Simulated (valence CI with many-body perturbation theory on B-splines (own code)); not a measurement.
Sm XLVIII: what each term of the Hamiltonian does

Computed by configuration interaction combined with many-body perturbation theory (CI+MBPT): five valence electrons over a frozen Dirac-Fock core [Ne], a basis of 9 s, 9 p, 8 d, 6 f, 3 g, 1 h functions for each j, with the one-electron correlation potential Σ1 (screened to all orders), the two-electron term Σ2, the three-electron term Σ3, Breit, model QED; selected single and double excitations, second order for the rest (own B-spline code, finite nucleus).

No measured spectrum was set against this ion. As an estimate, large intervals hold to a few tenths of a per cent, small ones and those within an open d or f shell to about a per cent. Among the levels kept, up to 620 cm⁻¹ of a level comes from second order outside the variational space, and about a tenth of that is noise between levels of different J, which matters for small intervals.

Each rung adds one term. CI alone is the Dirac-Coulomb CI over the frozen core; QED comes last and gives the full result, which names the levels. Energies are above (3s^2 3p1/2^2 3p3/2) J=3/2 on the same rung, in Ry.

Levels are named by their leading jj configuration (3d3/2^4 stands for four electrons in 3d with j = 3/2), which in mixed levels can hold well under half, so a name can repeat and another be missing. Letters in brackets count levels of one name in rising energy.

| Level | CI alone | + Σ1 | + Σ2 | + Σ3 | + Breit | Full |
| --- | --- | --- | --- | --- | --- | --- |
| (3s^2 3p1/2 3p3/2^2) J=3/2 | 10.567 | 10.576 | 10.585 | 10.587 | 10.443 | 10.460 |
| (3s^2 3p1/2 3p3/2^2) J=5/2 | 11.309 | 11.318 | 11.325 | 11.325 | 11.156 | 11.173 |
| (3s^2 3p1/2 3p3/2^2) J=1/2 | 12.175 | 12.184 | 12.188 | 12.185 | 12.047 | 12.063 |
| (3s^2 3p1/2^2 3d3/2) J=3/2 | 13.527 | 13.512 | 13.492 | 13.483 | 13.441 | 13.413 |
| (3s^2 3p1/2^2 3d5/2) J=5/2 | 16.803 | 16.795 | 16.769 | 16.759 | 16.630 | 16.604 |
| (3s 3p1/2^2 3p3/2^2) J=5/2 | 20.440 | 20.432 | 20.427 | 20.433 | 20.397 | 20.260 |
| (3s 3p1/2^2 3p3/2^2) J=3/2 | 22.186 | 22.178 | 22.162 | 22.167 | 22.115 | 21.999 |
| (3s 3p1/2^2 3p3/2^2) J=1/2 | 22.168 | 22.160 | 22.151 | 22.157 | 22.137 | 22.002 |
| (3s^2 3p3/2^3) J=3/2 | 22.859 | 22.876 | 22.890 | 22.889 | 22.599 | 22.631 |
| (3s^2 3p1/2 3p3/2 3d3/2) J=5/2 [a] | 24.021 | 24.013 | 24.002 | 23.997 | 23.785 | 23.775 |
| (3s^2 3p1/2 3p3/2 3d3/2) J=3/2 [a] | 24.152 | 24.144 | 24.130 | 24.126 | 23.936 | 23.917 |
| (3s^2 3p1/2 3p3/2 3d3/2) J=1/2 [a] | 24.153 | 24.146 | 24.135 | 24.130 | 23.949 | 23.938 |
| (3s^2 3p1/2 3p3/2 3d3/2) J=7/2 | 24.764 | 24.757 | 24.746 | 24.739 | 24.498 | 24.488 |
| (3s^2 3p1/2 3p3/2 3d3/2) J=5/2 [b] | 26.488 | 26.482 | 26.436 | 26.420 | 26.215 | 26.199 |
| (3s^2 3p1/2 3p3/2 3d5/2) J=7/2 [a] | 26.683 | 26.683 | 26.673 | 26.668 | 26.389 | 26.386 |
| (3s^2 3p1/2 3p3/2 3d3/2) J=3/2 [b] | 26.974 | 26.967 | 26.904 | 26.888 | 26.722 | 26.685 |
| (3s^2 3p1/2 3p3/2 3d3/2) J=1/2 [b] | 26.974 | 26.967 | 26.915 | 26.900 | 26.733 | 26.708 |
| (3s^2 3p1/2 3p3/2 3d5/2) J=3/2 [a] | 27.154 | 27.154 | 27.140 | 27.135 | 26.876 | 26.859 |
| (3s^2 3p1/2 3p3/2 3d5/2) J=9/2 | 27.497 | 27.497 | 27.487 | 27.478 | 27.153 | 27.151 |
| (3s^2 3p1/2 3p3/2 3d5/2) J=5/2 [a] | 27.485 | 27.485 | 27.469 | 27.462 | 27.175 | 27.166 |
| (3s^2 3p1/2 3p3/2 3d5/2) J=7/2 [b] | 28.926 | 28.927 | 28.894 | 28.878 | 28.570 | 28.567 |
| (3s^2 3p1/2 3p3/2 3d5/2) J=5/2 [b] | 28.993 | 28.992 | 28.944 | 28.925 | 28.661 | 28.652 |
| (3s^2 3p1/2 3p3/2 3d5/2) J=3/2 [b] | 29.375 | 29.376 | 29.349 | 29.330 | 29.065 | 29.057 |
| (3s^2 3p1/2 3p3/2 3d5/2) J=1/2 | 29.556 | 29.556 | 29.522 | 29.504 | 29.255 | 29.242 |
| (3s 3p1/2 3p3/2^3) J=3/2 [a] | 31.914 | 31.914 | 31.908 | 31.912 | 31.743 | 31.631 |
| (3s 3p1/2 3p3/2^3) J=5/2 | 32.883 | 32.883 | 32.873 | 32.876 | 32.674 | 32.561 |
| (3s 3p1/2^2 3p3/2 3d3/2) J=5/2 [a] | 33.549 | 33.525 | 33.508 | 33.508 | 33.442 | 33.266 |
| (3s 3p1/2^2 3p3/2 3d3/2) J=3/2 [a] | 33.670 | 33.646 | 33.627 | 33.627 | 33.574 | 33.398 |
| (3s 3p1/2^2 3p3/2 3d3/2) J=1/2 [a] | 33.743 | 33.719 | 33.703 | 33.703 | 33.666 | 33.488 |
| (3s 3p1/2 3p3/2^3) J=1/2 | 34.094 | 34.094 | 34.067 | 34.067 | 33.881 | 33.776 |
| (3s 3p1/2^2 3p3/2 3d3/2) J=7/2 | 34.097 | 34.074 | 34.058 | 34.056 | 33.961 | 33.784 |

**Question.** How does the ionisation energy move along the ladder, and which term matters most?

**Answer.** CI alone 3976.6, + Σ1 3977.5, + Σ2 3977.6, + Σ3 3977.2, + Breit 3974.3, + QED 3974.1 eV. The largest step is Breit, -2.8 eV. NIST lists 3971 ± 4 eV (theoretical).
